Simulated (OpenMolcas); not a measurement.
Ni.

```json
{"Program": "OpenMolcas", "Basis": "ANO-R3 [7s5p5d3f2g1h]", "Scalar Hamiltonian": "X2C, finite nucleus", "Active space": "10 electrons in 6 orbitals (3d 4s)", "State averaging": "2S+1 = 3 even, 15 roots; 2S+1 = 1 even, 19 roots kept (CI in the orbitals of an earlier block)", "Spin-orbit coupling": "state interaction with AMFI integrals over the reference wave functions, term energies averaged over their components"}
```

Two sets of levels on these reference wave functions, in eV above 3d⁸ 4s² ³F₄: one from CASSCF and one from MS-CASPT2, IPEA 0.25 Eh, imaginary shift 0.1 Eh (closed shells correlated: 3s 3p).

```
      Level   Set 1   Set 2
3d⁸ 4s² ³F₄  0.0000  0.0000
3d⁸ 4s² ³F₃  0.1592  0.1595
3d⁸ 4s² ³F₂   0.269   0.266
3d⁸ 4s² ¹D₂   2.002   1.589
3d⁸ 4s² ³P₂   2.437   1.977
3d⁸ 4s² ³P₁   2.484   2.019
3d⁸ 4s² ³P₀   2.523   2.059
 3d⁹ 4s ³D₃   2.894  0.1044
 3d⁹ 4s ³D₂   2.989  0.1748
 3d⁹ 4s ³D₁   3.090   0.301
3d⁸ 4s² ¹G₄   3.118   2.759
 3d⁹ 4s ¹D₂   3.424   0.418
```

Task: Which set is which?

Result: Set 2 is MS-CASPT2. Its levels of the other terms of 3d⁸ 4s² lie at 0.79 to 0.89 of the other set's values, as expected, since terms of lower spin or lower L gain more correlation energy than the Hund ground term.

Term energies are means over components that CASPT2 splits; among the terms shown or strongly mixed into the levels shown the widest spread is 1600 cm-1 (3d⁸ 4s² ¹G, MS-CASPT2). Over all roots computed the reference weight is 0.84 to 0.89 in MS-CASPT2; the roots of lowest weight are the least certain, and an intruder state may touch them. Terms from blocks run as CI alone lack orbitals of their own. A single d shell beside an s shell can misplace configurations of different d count against each other. Without dynamic correlation excited terms often stand tens of per cent too high (terms of higher spin than the ground term too low), and those without a measured partner can miss by more than the paired ones (holds for CASSCF). The CASPT2 spread within a term exceeds the gap to the next term for 3d⁸ 4s² ³F and 3d⁹ 4s ³D, so the order of their levels is uncertain, and so are names and mixing where such terms share a J (holds for MS-CASPT2). Only configurations of the active space appear.
